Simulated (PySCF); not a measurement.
Molecule: SMILES O(C(F)F)c1ccoc1, C₅H₄F₂O₂.

Geometry (Å), atoms numbered from 1 in this order:
```xyz
13

F     2.555    0.632    0.109
C     1.558    1.234   -0.593
F     2.156    1.914   -1.578
O     0.723    0.334   -1.153
C    -0.206   -0.242   -0.313
C    -0.249   -0.250    1.106
C    -1.361   -0.972    1.422
O    -1.986   -1.397    0.319
C    -1.291   -0.955   -0.740
H     1.070    1.955    0.091
H     0.449    0.191    1.786
H    -1.787   -1.238    2.368
H    -1.635   -1.206   -1.721
```

Frames of a GFN2-xTB Langevin trajectory at 300 K; GIAO PBE0/pcSseg-1 shieldings in PySCF 2.14, gas phase, non-relativistic; equivalent atoms averaged within each frame.

Scale: ¹⁹F (σref 170.95) vs CFCl3; ¹³C (σref 186.93) and ¹H (σref 31.72) vs TMS; ¹⁷O (σref 336.08) against H2O (reference shieldings calculated alike). The references are static minima.

**Question.** How do the shifts (ppm) fluctuate along the trajectory?

**Answer.** 
```csv
time (fs),F1/F3,C5,C7,C9,C2,C6,O8,O4,H12,H11
optimised geometry,-98.7,151.2,146.3,133.7,123.7,107.8,282.5,141.6,7.42,6.53
250,-90.9,152.6,145.8,130.6,128.2,111.4,288.9,149.2,8.32,7.22
425,-77.8,150.7,149.9,140.4,127.5,105.5,302.0,149.2,8.23,6.43
625,-80.7,157.6,158.1,142.9,130.7,113.3,294.2,142.1,7.95,6.63
800,-93.5,149.6,160.3,140.0,135.1,118.6,300.5,152.3,7.86,6.96
1000,-85.9,167.6,151.6,143.7,125.9,122.4,289.8,127.0,8.08,7.19
mean of frames,-85.8,155.6,153.1,139.5,129.5,114.2,295.1,144.0,8.09,6.89
standard deviation,6.6,7.4,6.0,5.2,3.6,6.5,6.0,10.2,0.19,0.35
```

5 frames give an uncertainty of the mean of about the standard deviation over 2.2 at best, since frames this close in time may not be independent; classical motion lacks zero-point vibration, and the reference would need the same averaging.
